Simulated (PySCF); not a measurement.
Simulation results for H$_{4}$OSi$_{2}$, ClHO$_{2}$Si

All values are calculated (PySCF 2.14.0). Calculation on a computer-drawn molecule: optimised geometry and harmonic frequencies of an isolated molecule of the commonest isotopes, restricted reference for singlets and unrestricted otherwise, frozen core in MP2.

Common to all runs: charge 0; multiplicity 1; basis cc-pV(D+d)Z.

(1) H$_{4}$OSi$_{2}$

Start structure:
```xyz
7
H4OSi2
O     -0.2556    -0.0139    -2.7809
Si    -0.6014    -0.9902    -1.6935
Si    -1.8623    -0.4400     0.2310
H     -0.1737    -2.4097    -1.7345
H     -3.0643    -1.3054     0.2617
H     -2.2444     0.9842     0.1909
H     -1.0356    -0.7283     1.4262
```

| Property | Result |
| --- | --- |
| method | MP2 |
| rotational constants | 24.06, 3.23, 2.945 GHz |
| total energy | -655.4313 hartree |
| convergence status largest gradient component | 1.741e-05 hartree/bohr |

Drawn bonds:
```tsv
atom	other atom	order
1	2	2
2	3	1
2	4	1
3	5	1
3	6	1
3	7	1
```

Optimised structure:
```xyz
7
H4OSi2
O     -0.2421     0.0093    -2.8159
Si    -0.6038    -0.9908    -1.6890
Si    -1.8603    -0.4446     0.2298
H     -0.1801    -2.4199    -1.7182
H     -3.0668    -1.3083     0.2681
H     -2.2457     0.9824     0.1940
H     -1.0385    -0.7314     1.4321
```

Modes:
```tsv
frequency (cm⁻¹)	reduced mass (dalton)
51.34	1.267
180.9	4.621
404.8	1.09
411.7	3.969
540.6	1.468
578.4	1.335
852.1	1.099
911.3	1.125
964.5	1.035
967.1	1.033
1137	15.75
2233	1.043
2274	1.023
2283	1.051
2313	1.048
```

(2) ClHO$_{2}$Si

Start structure:
```xyz
5
ClHO2Si
O     -0.9628     0.1579    -3.4825
Si     0.4628    -0.0498    -2.9393
O      1.2514     1.0935    -2.2038
Cl     1.6587    -1.6571    -3.2754
H      2.2045     0.9855    -1.8896
```

| Item | Value |
| --- | --- |
| method | HF |
| rotational constants | 7.738, 3.798, 2.547 GHz |
| total energy | -898.8526 hartree |
| convergence status largest gradient component | 1.91e-05 hartree/bohr |

Drawn bonds:
```tsv
atom	other atom	order
1	2	2
2	3	1
2	4	1
3	5	1
```

Optimised structure:
```xyz
5
ClHO2Si
O     -0.9443     0.1074    -3.4681
Si     0.4550    -0.0026    -2.9845
O      1.2859     1.1017    -2.1778
Cl     1.6386    -1.6195    -3.2522
H      2.1794     0.9430    -1.9080
```

Modes:
```tsv
frequency (cm⁻¹)	reduced mass (dalton)
274.8	8.571
342.4	8.827
375.3	9.3
431.9	1.176
580.9	18.22
866.6	1.277
968.2	8.079
1400	16.68
4163	1.068
```
